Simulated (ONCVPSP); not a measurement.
**Potentials for Ta compared**

Generated with ld1.x 7.5 (TM, RRKJ, ultrasoft, PAW), atompaw 4.2 or ONCVPSP 4.0.1. The cutoff is in Ry: for ld1.x and atompaw files where the sum of valence levels is converged to 10 mRy in a Bessel basis, for ONCV files where the hardest occupied wave has 1 mHa per electron of residual kinetic energy. The error is the largest all-electron minus pseudo excitation energy over each file’s own four to seven test configurations (ionisations up to +4, promotions, holes and added fractions of an electron), all of which were solved. The labels leave out finer settings (local radius, basis sizes, second energies), which also bear on the numbers. Spin-polarised tests are not counted. The rows are a selection from randomly drawn settings: files with unsolved tests, undetermined cutoffs or missed reference levels are left out.

A true bound ghost makes a file unfit for plane-wave use even where its test errors are small: the radial tests pick states by their node count and pass the ghost by.

```csv
potential,cutoff (Ry),largest error (meV),bound ghosts
"ONCV, PBEsol, fully relativistic, rc 1.45/1.30/2.00 (spd), local smoothed, core correction yes, reference 5s2 5p6 5d4 6s1, qcut 7/5.3/5.5, projectors 2/2/2",271,-26,none
"ONCV, PBEsol, scalar-relativistic, rc 2.05/1.95/2.65 (spd), local smoothed, core correction yes, reference 5s2 5p6 5d3 6s2, qcut 4.8/6.6/5, projectors 3/3/2",21,-124,none
"ONCV, PBEsol, scalar-relativistic, rc 2.05/2.15/2.00 (spd), local d, core correction yes, reference 5s2 5p6 5d3 6s1, qcut 4.7/5.2/5.3, projectors 2/2/0",25,-25,none
```

Fill in the row for Ta: ONCV, PBE, scalar-relativistic, rc 1.25/1.30/1.90 (spd), local smoothed, core correction yes, reference 5s2 5p6 5d3, qcut 4.4/7.6/6, projectors 1/2/1.

cutoff 221 Ry, largest error +249 meV, bound ghosts: s.

Fill in the row for Ta: ONCV, revPBE, scalar-relativistic, rc 2.70/2.70/3.05 (spd), local s, core correction yes, reference 5d3 6s2, qcut 2.3/3.6/8.2, projectors 0/2/2.

cutoff 22 Ry, largest error -879 meV, bound ghosts: none.

Fill in the row for Ta: ONCV, PBE, scalar-relativistic, rc 1.75/1.85/2.85/2.80 (spdf), local smoothed, core correction yes, reference 5s2 5p6 5d3 6s2, qcut 8.1/8.8/4.3/3.8, projectors 2/1/3/2.

cutoff 42 Ry, largest error -63 meV, bound ghosts: none.
